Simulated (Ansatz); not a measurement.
Coupled-cluster run, `N=[C](O)[GeH3]`.

```yaml
crystal:
  periodic: [false, false, false]
  atoms:
    - {symbol: N, position_ang: [0.658754, 1.182497, -1.120748]}
    - {symbol: C, position_ang: [0.563739, 0.418011, -0.121040]}
    - {symbol: O, position_ang: [1.553583, 0.379789, 0.788618]}
    - {symbol: Ge, position_ang: [-0.912189, -0.812649, 0.343323]}
    - {symbol: H, position_ang: [-0.149642, 1.119450, -1.730325]}
    - {symbol: H, position_ang: [2.230994, 1.006429, 0.487326]}
    - {symbol: H, position_ang: [-1.969432, -0.664199, -0.760258]}
    - {symbol: H, position_ang: [-0.386935, -2.252433, 0.391270]}
    - {symbol: H, position_ang: [-1.500271, -0.423094, 1.704734]}
basis:
  gaussian: {orbitals: def2-TZVPP}
correlation: {method: ccsd_t}
```

```sh
$ ansatz run in.yaml --threads 4 --pin off --events-out ev --progress --plain --max-ram 10444MiB
```

The program prints (abridged):

```
Functional definition: HF
1304 factors; integrals over basis functions are off by at most 7.7e-4 eV
mean field evaluation 1: about -61099.5747 eV, gradient 4.0e1 eV
mean field evaluation 2: about -61099.7819 eV, gradient 4.0e1 eV
mean field evaluation 4: about -61103.3643 eV, gradient 4.0e0 eV
mean field evaluation 8: about -61103.4353 eV, gradient 4.3e-1 eV
mean field evaluation 16: about -61103.4370 eV, gradient 1.2e-6 eV
mean field -61103.43696685 eV, -2245.5098911348 hartree, gradient 1.2e-6 eV, S^2 0.000000; 0 other end points of the search recorded, 0 dependent functions left out
12 core orbitals not correlated: weight in the atoms' cores, before any rotation towards them, 1.000 or more for the frozen orbitals, at most 0.000 for the correlated occupied ones
reference -61103.43696685 eV, -2245.5098911348 hartree; 17, 17 occupied and 182, 182 virtual orbitals, 1304 factors
second order -23.49437503 eV of doubles, -0.00000000 eV of singles
cycle   1  -23.22829688 eV  change    2.7e-1 eV  update   1.2e-1
cycle   2  -23.92676768 eV  change   -7.0e-1 eV  update   3.6e-2
cycle   3  -24.06356393 eV  change   -1.4e-1 eV  update   1.8e-2
cycle   4  -24.04531974 eV  change    1.8e-2 eV  update   4.6e-3
cycle   5  -24.04447576 eV  change    8.4e-4 eV  update   2.1e-3
cycle   6  -24.04530067 eV  change   -8.2e-4 eV  update   5.7e-4
cycle   7  -24.04492272 eV  change    3.8e-4 eV  update   2.4e-4
cycle   8  -24.04486550 eV  change    5.7e-5 eV  update   8.0e-5
cycle   9  -24.04488888 eV  change   -2.3e-5 eV  update   3.4e-5
perturbative correction -0.99342146 eV, -0.0365075654 hartree
Total energy: -61128.47527719 eV, -2246.4300320682 hartree
```

It took 96 s on 4 threads of an Arm Neoverse V1 on a shared host, with 3.1 GiB of host memory at the peak.

MP2 recovers 93.8 % of the CCSD(T) correlation energy and the triples give 4.0 %; T1 = 0.0136.
